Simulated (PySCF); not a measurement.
## Exercise with solution: oscillator strength and radiative lifetime

silyl(silyloxy)silane (H8OSi3), SMILES [SiH3][SiH2]O[SiH3].

Geometry optimised at TPSSh-D3(BJ)/def2-SVP. One conformer was computed; it need not be the lowest.

TDDFT-PBE/def2-SVPD in PySCF 2.14.0 puts the first singlet state with f over 0.02 at 6.82 eV (vertical), with the transition dipole (0.685, -0.227, -0.277) in atomic units.

### Question
Find the oscillator strength, the wavelength and the radiative lifetime that this transition would have in vacuum if emission retraced absorption.

### Answer

|μ|² = 0.5975 au, so |μ| = 1.96 D. ΔE = 6.82/27.211 = 0.2506 hartree. f = (2/3) ΔE |μ|² = 0.100 (the program prints 0.100).
λ = 1239.84/6.82 = 182 nm; ν = 55007 cm⁻¹.
Einstein's coefficient A = 0.6670 ν² f s⁻¹ (ν in cm⁻¹) = 2.0e8 s⁻¹, so τ = 1/A = 5.0 ns. This state is S6; the lower singlets have f = 0.006, 0.000, 0.001, 0.013, 0.002. The figure is the radiative limit of this one transition; relaxation, internal conversion, crossing to triplets and a medium change what is measured.
